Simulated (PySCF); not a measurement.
# From HF to CCSD(T): MBr along group 14

HF and CCSD(T) in PySCF with def2-TZVPP on every atom (core potentials on Sn, Pb), for the lowest determinant that a PBE0 search found; no spin–orbit coupling.

| molecule | state (unpaired electrons) | HF Re (Å) | HF ωe (cm⁻¹) | HF De (eV) | CCSD(T) Re (Å) | CCSD(T) ωe (cm⁻¹) | CCSD(T) De (eV) |
| --- | --- | --- | --- | --- | --- | --- | --- |
| CBr | doublet (π ↑) | 1.837 | 719 | 1.65 | 1.824 | 734 | 3.41 |
| SiBr | doublet (π ↑) | 2.251 | 414 | 2.59 | 2.235 | 424 | 3.69 |
| GeBr | doublet (π ↑) | 2.351 | 289 | 2.36 | 2.325 | 301 | 3.50 |
| SnBr | doublet (π ↑) | 2.542 | 239 | 2.32 | 2.516 | 246 | 3.37 |
| PbBr | doublet (π ↑) | 2.644 | 204 | 2.18 | ? | ? | ? |

Problem. Estimate the CCSD(T) values of PbBr by adding the mean shift from HF to CCSD(T) of the other rows, and compare with the calculation.

Solution. The mean shifts are -2.0 pm, +11 cm⁻¹ and +1.26 eV, which give 2.624 Å, 215 cm⁻¹ and 3.44 eV. CCSD(T)/def2-TZVPP gives Re = 2.614 Å, ωe = 213 cm⁻¹, De = 3.27 eV.

Problem. What are the mean differences of HF from CCSD(T) over the whole series?

Solution. Re +2.2 pm, ωe -11 cm⁻¹, De -1.23 eV.

In a basis of this size CCSD(T) is itself not converged; it tends to give bonds that are too long and too weak.

Correlated steps freeze the inner cores (10 to 18 orbitals); shallow outer-core shells are correlated. Spin–orbit coupling is left out, which matters for elements this heavy, above all for dissociation energies. States were picked by a PBE0 search and need not be the measured ground states.
